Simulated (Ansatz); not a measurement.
Input for Ansatz (a quantum-chemistry and plane-wave program): R-wB97M-V/def2-TZVPPD on C2H4O3 (a complex), monomers drawn apart or pushed together. Files ending in .json are basis or fitting sets from the Basis Set Exchange.

Ansatz 0.2 input:
```yaml
crystal:
  periodic: [false, false, false]
  atoms:
    - {symbol: O, position_ang: [0.09206067, -1.04048031, -0.02434827]}
    - {symbol: C, position_ang: [-0.03155531, 0.03655820, 0.38639047]}
    - {symbol: O, position_ang: [-0.15904639, 1.13147955, 0.74846678]}
    - {symbol: C, position_ang: [-0.09619354, 0.17911858, 3.77502241]}
    - {symbol: O, position_ang: [0.12445770, -0.73876002, 2.71040759]}
    - {symbol: H, position_ang: [-1.03932204, -0.01713648, 4.29519492]}
    - {symbol: H, position_ang: [-0.14718843, 1.16869471, 3.32492257]}
    - {symbol: H, position_ang: [0.72283332, 0.16597777, 4.50135131]}
    - {symbol: H, position_ang: [0.16378663, -1.63330955, 3.06176016]}
basis:
  gaussian:
    orbitals: def2-TZVPPD.json
hamiltonian:
  xc: {name: wB97M-V}
scf: {lower_state_search: off}
```

The head of its log:

```
WARN ansatz: RAYON_NUM_THREADS=1 ignored (pool sized by the plan → 1); use --threads N
Functional definition: wB97M-V
these checks for a lower state are left out or cut short: stability, starts, cluster_reference, orbital_swaps, neighbouring_geometries, increment
integrals: 0.22 GiB planned
1136 factors; their error is unknown
integrals: 0.26 GiB planned
354 factors; integrals over basis functions are off by at most 2.7e-5 eV
mean field: 1.90 GiB planned
mean field evaluation 1: about -8275.7504 eV, gradient 6.1e1 eV
mean field evaluation 2: about -8275.2259 eV, gradient 6.7e1 eV
```

Q: What total energy does the run end on?

A: -304.3485 hartree.
